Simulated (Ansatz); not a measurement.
K2Te (the lowest singlet isomer of a short search). Charge 0, multiplicity 1. Geometry PBE-D4/def2-TZVP, basis def2-TZVP, Ansatz.

Cartesian coordinates in Å:
```
K -2.025 1.295 -1.249
K 1.355 -1.104 2.069
Te 0.670 -0.191 -0.820
```

```
run  HOMO (eV)  LUMO (eV)
  A      -5.28       0.11
  B      -5.08      -0.38
  C      -3.29      -0.73
  D      -3.29      -1.06
  E      -2.85      -0.90
  F      -2.75      -1.62
```

In the def2 sets Te takes a core potential; there is no spin–orbit coupling. LC-ωPBE has ω = 0.4 bohr⁻¹. The structure comes from a short search, and lower isomers may exist.

Problem. The runs used LC-ωPBE, LDA (SPW92), PBE0, r2SCAN0, r2SCANh, ωB97M-V. Estimate which is which.

Solution. A LC-ωPBE (range-separated); B ωB97M-V (range-separated); C r2SCAN0 (25 % exact exchange); D PBE0 (25 % exact exchange); E r2SCANh (10 % exact exchange); F LDA (SPW92) (0 % exact exchange). Exact exchange lowers occupied and raises empty levels; among semilocal functionals meta-GGAs tend to open the gap a little, and such runs are hard to tell apart. The gap grows from 1.14 eV (LDA (SPW92)) to 5.38 eV (LC-ωPBE).
